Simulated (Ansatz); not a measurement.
Cl₃HSSi (`S[Si](Cl)(Cl)Cl`) at its PBE0-D4/def2-TZVP geometry, where that method's forces vanish. Charge 0, multiplicity 1.

```tsv
atom	x (Å)	y (Å)	z (Å)
S1	-0.971	1.253	-0.751
Si2	-0.016	-0.389	0.156
Cl3	-1.445	-1.808	0.394
Cl4	1.494	-1.128	-0.986
Cl5	0.779	0.087	1.965
H6	0.159	1.985	-0.778
```

Question: For each bond, give half the difference of the two atoms' forces along it (eV/Å; positive pushes the atoms apart) under PBE-D4, r2SCAN-D4, B3LYP-D4, ωB97M-V in def2-TZVPP. (Estimate.)

Answer: The calculation gave: 
| bond | length (Å) | PBE-D4 | r2SCAN-D4 | B3LYP-D4 | ωB97M-V |
| --- | --- | --- | --- | --- | --- |
| S1–Si2 | 2.105 | 0.11 | 0.03 | 0.08 | -0.02 |
| S1–H6 | 1.346 | 0.25 | 0.01 | -0.03 | -0.09 |
| Si2–Cl3 | 2.027 | 0.20 | 0.05 | 0.13 | 0.04 |
| Si2–Cl4 | 2.033 | 0.18 | 0.05 | 0.14 | 0.02 |
| Si2–Cl5 | 2.033 | 0.18 | 0.05 | 0.14 | 0.02 |

B3LYP here is the variant with VWN-RPA as its local correlation; programs differ in this.

Results of the Gaussian-basis code of Ansatz.
